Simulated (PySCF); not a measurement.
Cl$_{2}$Ni, triplet (typed; the unrestricted solution is spin-contaminated), at a GFN2-xTB geometry (such geometries of metal compounds can be far from the true shape); PBE/STO-3G in PySCF.

The PySCF input:
```python
from pyscf import gto, scf, dft

mol = gto.Mole()
mol.atom = '''
    Ni    0.000000    0.000000    0.000000
    Cl    0.000000    0.000000    1.934826
    Cl   -0.000000   -0.000000   -1.934826
'''
mol.basis = 'sto-3g'
mol.charge = 0
mol.spin = 2
mol.verbose = 4
mol.build()

mf = dft.UKS(mol)
mf.xc = 'pbe'
mf.kernel()
mo_i, mo_e, stable_i, stable_e = mf.stability(internal=True, external=False, return_status=True, nroots=6, tol=1e-6)
print('internally stable:', stable_i, ' externally stable:', stable_e)
if not stable_i:
    umf = mf.copy()
    umf.scf_summary = {}
    umf.kernel(umf.make_rdm1(mo_i, mf.mo_occ))
```

Write the output that PySCF gives for this input, abridged.


```
PySCF version 2.14.0

[INPUT] verbose = 4
[INPUT] num. atoms = 3
[INPUT] num. electrons = 62
[INPUT] charge = 0
[INPUT] spin (= nelec alpha-beta = 2S) = 2
[INPUT] symmetry False subgroup None
[INPUT] Mole.unit = angstrom
[INPUT] Symbol           X                Y                Z      unit          X                Y                Z       unit  Magmom
[...]
nuclear repulsion = 299.894053405205
number of shells = 18
number of NR pGTOs = 108
number of NR cGTOs = 36
basis = sto-3g
ecp = {}

******** <class 'pyscf.dft.uks.UKS'> ********
method = UKS
initial guess = minao
damping factor = 0
level_shift factor = 0
DIIS = <class 'pyscf.scf.diis.CDIIS'>
diis_start_cycle = 1
diis_space = 8
diis_damp = 0
SCF conv_tol = 1e-09
SCF conv_tol_grad = None
SCF max_cycles = 50
direct_scf = True
direct_scf_tol = 1e-13
number electrons alpha = 32  beta = 30
XC library pyscf.dft.libxc version 7.1.2
    S. Lehtola, C. Steigemann, M. J. T. Oliveira, and M. A. L. Marques,  SoftwareX 7, 1–5 (2018)
XC functionals = pbe
    J. P. Perdew, K. Burke, and M. Ernzerhof,  Phys. Rev. Lett. 77, 3865 (1996)
    J. P. Perdew, K. Burke, and M. Ernzerhof,  Phys. Rev. Lett. 78, 1396 (1997)
    J. P. Perdew, K. Burke, and M. Ernzerhof,  Phys. Rev. Lett. 77, 3865 (1996)
    J. P. Perdew, K. Burke, and M. Ernzerhof,  Phys. Rev. Lett. 78, 1396 (1997)
radial grids:
    Treutler-Ahlrichs [JCP 102, 346 (1995); DOI:10.1063/1.469408] (M4) radial grids

becke partition: Becke, JCP 88, 2547 (1988); DOI:10.1063/1.454033
pruning grids: <function nwchem_prune>
grids dens level: 3
symmetrized grids: False
atomic radii adjust function: <function treutler_atomic_radii_adjust>
small_rho_cutoff = 0
Set gradient conv threshold to 3.16228e-05
tot grids = 58400
init E= -2397.75279792102

cycle= 1 E= -2389.054628906  delta_E=  8.7  |g|= 1.45  |ddm|= 7.95
cycle= 2 E= -2389.73072967093  delta_E= -0.676  |g|= 1.81  |ddm|=  7.1
cycle= 3 E= -2397.04356752618  delta_E= -7.31  |g|= 0.963  |ddm|= 5.86

cycle= 4 E= -2401.06404333677  delta_E= -4.02  |g|= 0.18  |ddm|= 3.18
cycle= 5 E= -2394.61377753067  delta_E= 6.45  |g|= 2.05  |ddm|= 3.67
cycle= 6 E= -2394.87898291294  delta_E= -0.265  |g|= 2.09  |ddm|= 0.177
cycle= 7 E= -2394.88687923161  delta_E= -0.0079  |g|= 2.09  |ddm|= 0.00533
cycle= 8 E= -2394.92390648575  delta_E= -0.037  |g|= 2.09  |ddm|= 0.0336
cycle= 9 E= -2394.90152226901  delta_E= 0.0224  |g|= 2.09  |ddm|= 0.0232
cycle= 10 E= -2394.73085427895  delta_E= 0.171  |g|= 2.07  |ddm|= 0.133
cycle= 11 E= -2395.46872245323  delta_E= -0.738  |g|= 2.13  |ddm|= 0.458
cycle= 12 E= -2400.84886569157  delta_E= -5.38  |g|= 0.482  |ddm|= 3.26
cycle= 13 E= -2400.9855050994  delta_E= -0.137  |g|=  0.3  |ddm|=  2.4
cycle= 14 E= -2400.95632003673  delta_E= 0.0292  |g|= 0.392  |ddm|= 2.02
cycle= 15 E= -2400.94136847932  delta_E= 0.015  |g|= 0.412  |ddm|= 0.34
cycle= 16 E= -2401.08086245155  delta_E= -0.139  |g|= 0.192  |ddm|= 1.83
cycle= 17 E= -2401.08079332687  delta_E= 6.91e-05  |g|= 0.192  |ddm|= 1.36
cycle= 18 E= -2401.09175204736  delta_E= -0.011  |g|= 0.181  |ddm|= 0.812
cycle= 19 E= -2401.10149710145  delta_E= -0.00975  |g|= 0.141  |ddm|= 0.184
cycle= 20 E= -2400.93219540951  delta_E= 0.169  |g|= 0.432  |ddm|= 1.82
cycle= 21 E= -2400.91995769662  delta_E= 0.0122  |g|= 0.45  |ddm|= 0.069
cycle= 22 E= -2400.91650742093  delta_E= 0.00345  |g|= 0.454  |ddm|= 0.0276
cycle= 23 E= -2400.92952554757  delta_E= -0.013  |g|= 0.436  |ddm|= 0.0801
cycle= 24 E= -2400.92421891956  delta_E= 0.00531  |g|= 0.444  |ddm|= 0.0325
cycle= 25 E= -2400.91494557255  delta_E= 0.00927  |g|= 0.455  |ddm|= 0.185
cycle= 26 E= -2401.10704517722  delta_E= -0.192  |g|= 0.113  |ddm|= 1.83
cycle= 27 E= -2400.92797789935  delta_E= 0.179  |g|= 0.437  |ddm|= 1.83
cycle= 28 E= -2400.92308022654  delta_E= 0.0049  |g|= 0.444  |ddm|= 0.0984
cycle= 29 E= -2400.92251241888  delta_E= 0.000568  |g|= 0.445  |ddm|= 0.0605
cycle= 30 E= -2400.92412168076  delta_E= -0.00161  |g|= 0.442  |ddm|= 0.00765
[...]
SCF not converged.
<class 'pyscf.dft.uks.UKS'> wavefunction has an internal instability
internally stable: False  externally stable: None
[...]
symmetrized grids: False
atomic radii adjust function: <function treutler_atomic_radii_adjust>
small_rho_cutoff = 0
Set gradient conv threshold to 3.16228e-05
init E= -2401.10614155464
cycle= 1 E= -2400.99179121839  delta_E= 0.114  |g|= 0.388  |ddm|= 1.26
cycle= 2 E= -2393.67812578065  delta_E= 7.31  |g|= 1.76  |ddm|= 4.34
cycle= 3 E= -2400.62102226492  delta_E= -6.94  |g|= 0.816  |ddm|= 4.59
cycle= 4 E= -2400.83360863048  delta_E= -0.213  |g|= 0.621  |ddm|= 0.366
cycle= 5 E= -2400.82850524617  delta_E= 0.0051  |g|= 0.619  |ddm|= 0.0836
cycle= 6 E= -2400.87288323756  delta_E= -0.0444  |g|= 0.566  |ddm|= 0.084
cycle= 7 E= -2400.93186355817  delta_E= -0.059  |g|= 0.491  |ddm|= 0.152
cycle= 8 E= -2400.93232040246  delta_E= -0.000457  |g|= 0.49  |ddm|= 0.0065
cycle= 9 E= -2401.00666183567  delta_E= -0.0743  |g|= 0.38  |ddm|= 0.299
cycle= 10 E= -2401.02853302147  delta_E= -0.0219  |g|= 0.337  |ddm|= 0.288
cycle= 11 E= -2399.8112702573  delta_E= 1.22  |g|= 1.06  |ddm|= 2.75
cycle= 12 E= -2401.10285866926  delta_E= -1.29  |g|= 0.107  |ddm|= 2.59
cycle= 13 E= -2400.89072242498  delta_E= 0.212  |g|= 0.487  |ddm|= 1.87
cycle= 14 E= -2400.91653111883  delta_E= -0.0258  |g|= 0.453  |ddm|= 0.532
cycle= 15 E= -2400.92214334385  delta_E= -0.00561  |g|= 0.446  |ddm|= 0.0379
cycle= 16 E= -2400.92554996866  delta_E= -0.00341  |g|= 0.441  |ddm|= 0.0738
cycle= 17 E= -2400.92227273357  delta_E= 0.00328  |g|= 0.446  |ddm|= 0.035

cycle= 18 E= -2400.95615624913  delta_E= -0.0339  |g|= 0.415  |ddm|= 0.579
cycle= 19 E= -2400.93820753576  delta_E= 0.0179  |g|= 0.43  |ddm|= 0.158
cycle= 20 E= -2401.10111497153  delta_E= -0.163  |g|= 0.0995  |ddm|= 1.77

cycle= 21 E= -2400.95283046227  delta_E= 0.148  |g|= 0.421  |ddm|= 1.85

cycle= 22 E= -2400.93667970697  delta_E= 0.0162  |g|= 0.436  |ddm|= 0.137
cycle= 23 E= -2401.10138059678  delta_E= -0.165  |g|= 0.0845  |ddm|=  1.7
cycle= 24 E= -2400.92833713357  delta_E= 0.173  |g|= 0.438  |ddm|= 1.82
cycle= 25 E= -2400.91726850777  delta_E= 0.0111  |g|= 0.453  |ddm|= 0.0445
cycle= 26 E= -2400.90133190382  delta_E= 0.0159  |g|= 0.474  |ddm|= 0.0554
cycle= 27 E= -2400.90910158429  delta_E= -0.00777  |g|= 0.464  |ddm|= 0.0701
cycle= 28 E= -2400.90913438563  delta_E= -3.28e-05  |g|= 0.464  |ddm|= 0.00648
cycle= 29 E= -2400.90406573383  delta_E= 0.00507  |g|= 0.47  |ddm|= 0.995
cycle= 30 E= -2401.09906179709  delta_E= -0.195  |g|= 0.0901  |ddm|= 1.46
cycle= 31 E= -2400.91860096238  delta_E= 0.18  |g|= 0.453  |ddm|= 1.67
cycle= 32 E= -2401.08552273088  delta_E= -0.167  |g|= 0.147  |ddm|= 1.86
cycle= 33 E= -2401.11044158541  delta_E= -0.0249  |g|= 0.0955  |ddm|= 0.574
cycle= 34 E= -2400.94332772579  delta_E= 0.167  |g|= 0.425  |ddm|= 1.75
cycle= 35 E= -2400.93085706501  delta_E= 0.0125  |g|= 0.436  |ddm|= 0.143
cycle= 36 E= -2400.93141639515  delta_E= -0.000559  |g|= 0.434  |ddm|= 0.0732
cycle= 37 E= -2400.93637340901  delta_E= -0.00496  |g|= 0.429  |ddm|= 0.073
cycle= 38 E= -2400.9361060695  delta_E= 0.000267  |g|= 0.429  |ddm|= 0.149
cycle= 39 E= -2400.94118600525  delta_E= -0.00508  |g|= 0.422  |ddm|= 0.179
cycle= 40 E= -2400.94080018794  delta_E= 0.000386  |g|= 0.422  |ddm|= 0.0138

cycle= 41 E= -2401.06879915388  delta_E= -0.128  |g|= 0.247  |ddm|= 1.03
cycle= 42 E= -2401.09353601294  delta_E= -0.0247  |g|= 0.155  |ddm|= 1.48
cycle= 43 E= -2401.10571040774  delta_E= -0.0122  |g|= 0.111  |ddm|= 0.715

cycle= 44 E= -2401.10767328937  delta_E= -0.00196  |g|= 0.124  |ddm|= 1.14
cycle= 45 E= -2400.93771556572  delta_E= 0.17  |g|= 0.426  |ddm|= 1.29
cycle= 46 E= -2400.93900184015  delta_E= -0.00129  |g|= 0.425  |ddm|= 0.0694
cycle= 47 E= -2400.94924379519  delta_E= -0.0102  |g|= 0.417  |ddm|= 0.132
cycle= 48 E= -2401.11550611993  delta_E= -0.166  |g|= 0.0736  |ddm|= 1.68

cycle= 49 E= -2401.10454744488  delta_E= 0.011  |g|= 0.142  |ddm|= 0.844
cycle= 50 E= -2401.12088858609  delta_E= -0.0163  |g|= 0.00428  |ddm|= 0.499
SCF not converged.
SCF energy = -2401.12088858609 after 50 cycles  <S^2> = 2.2047634  2S+1 = 3.1335369
```

Convergence was not reached.
